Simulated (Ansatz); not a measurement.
Cost and result for the atomization energy of C$_{2}$H$_{8}$BClSi, SMILES `BC[SiH](C)Cl` (13 atoms, 12 bonds).

```xyz
13

B     1.9739    0.5669   -1.0406
C     0.6775   -0.2509   -0.9221
Si   -0.3199    0.3874    0.5362
C    -1.8294   -0.6543    0.8326
Cl    0.8463    0.3449    2.2430
H     1.9602    1.6437   -1.5659
H     2.9994    0.1692   -0.5716
H     0.8195   -1.3214   -0.7471
H    -0.0157   -0.0911   -1.7580
H    -0.6882    1.8071    0.3135
H    -2.3910   -0.2748    1.6889
H    -1.5506   -1.6906    1.0355
H    -2.4820   -0.6359   -0.0443
```

Charge 0, multiplicity 1. Geometry: relaxed with PBE0-D4/def2-TZVP. It is one conformer, not always the lowest. Program: Ansatz. All runs use 4 threads of an Arm Neoverse V1 on a shared host. Times are those of one run each, without the atoms' runs, and a repeat can differ threefold. Electronic energies, without spin–orbit coupling; frozen cores. CCSD(T)/CBS adds CCSD(T) − MP2 in def2-TZVPP to the MP2 limit, and its time is that of the two runs behind it. T1 = 0.010. B3LYP takes the VWN-RPA correlation (the form of Gaussian; ORCA's B3LYP/G).

CCSD(T)/CBS is a level of theory with its own doubt, some kJ/mol a heavy atom from the limit and from the frozen cores, so smaller differences don't rank the functionals.

| level | functions | wall time | atomization (kcal/mol) | difference from CCSD(T)/CBS | per bond |
| --- | --- | --- | --- | --- | --- |
| PBE-D4/def2-TZVPP (with forces) | 289 | 3.5 s | 1136.0 | 10.9 | 0.9 |
| PBE0-D4/def2-TZVPP | 289 | 4.2 s | 1129.8 | 4.7 | 0.4 |
| r2SCAN-D4/def2-TZVPP (with forces) | 289 | 6.5 s | 1132.6 | 7.5 | 0.6 |
| B3LYP-D4/def2-TZVPP (with forces) | 289 | 6.5 s | 1126.6 | 1.5 | 0.1 |
| B2PLYP/def2-TZVPP | 289 | 7.5 s | 1114.6 | -10.5 | -0.9 |
| ωB97X-V/def2-TZVPP | 289 | 10 s | 1130.8 | 5.7 | 0.5 |
| ωB97M-V/def2-TZVPP (with forces) | 289 | 15 s | 1132.1 | 7.0 | 0.6 |
| MP2/def2-QZVPP | 551 | 31 s | 1126.2 | 1.1 | 0.1 |
| CCSD(T)/def2-TZVPP | 289 | 3.9 min | 1100.1 | -25.0 | -2.1 |
| CCSD(T)/CBS(def2) | – | 4.4 min | 1125.1 | 0.0 | 0.0 |

The D4 term adds +11.4 kcal/mol with B3LYP and +6.0 kcal/mol with PBE0; it sums over pairs of atoms, weighted by their polarisabilities, and B3LYP, whose exchange is more repulsive, gets the larger term. In def2-TZVPP, CCSD(T) changes the Hartree–Fock value by +225.4 kcal/mol (the triples alone add +12.0 kcal/mol) and MP2 by +236.7 kcal/mol; breaking electron pairs costs correlation energy, which Hartree–Fock lacks. From PBE to PBE0 (25 % exact exchange), in def2-TZVPP and without D4, the atomization energy moves by −5.1 kcal/mol: exact exchange takes away binding that semilocal exchange gives to molecules.
